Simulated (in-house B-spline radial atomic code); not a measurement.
A radial electron density 4πr²n(r) was computed for an atom or ion in its tabulated ground configuration with an all-electron radial atomic-structure program (B-spline basis); method: Dirac-Kohn-Sham PBEsol, spherical fractional occupations. Columns: r (bohr), 4πr²n(r) (electrons per bohr), bar.

```
 0.00419   0.3558 #
 0.00489   0.4744 #
 0.00571   0.6311 ##
 0.00666   0.8347 ##
 0.00776    1.097 ###
 0.00905    1.437 ####
  0.0106    1.885 #####
  0.0123    2.416 #######
  0.0144    3.117 #########
  0.0168    3.962 ###########
  0.0195    4.942 ##############
  0.0228    6.153 #################
  0.0266    7.523 #####################
   0.031    9.028 #########################
  0.0362    10.64 ##############################
  0.0422    12.24 ##################################
  0.0492     13.7 ######################################
  0.0574    14.89 ##########################################
  0.0669    15.62 ############################################
  0.0781    15.77 ############################################
  0.0911    15.27 ###########################################
   0.106     14.2 ########################################
   0.124    12.71 ###################################
   0.144    11.25 ###############################
   0.169    10.07 ############################
   0.197    9.675 ###########################
   0.229    10.12 ############################
   0.267    11.28 ###############################
   0.312    12.74 ####################################
   0.364    13.86 #######################################
   0.424    14.09 #######################################
   0.495    13.15 #####################################
   0.577    11.14 ###############################
   0.673    8.459 ########################
   0.785    5.686 ################
   0.916    3.331 #########
    1.07    1.664 #####
    1.25   0.6963 ##
    1.45   0.2515 #
    1.69   0.0704 
    1.98  0.01429
```

Task: Which atom or ion is it?
A. S6+
B. P4+
C. Si3+
D. Si4+

Result: D. The area under the curve, ∫4πr²n dr = ∫r·4πr²n d(ln r) on this logarithmic grid, is 10 electrons; among the options with that count, the innermost peak, which lies near 1/Z bohr, picks Z = 14. The configuration is [He] 2s2 2p6.
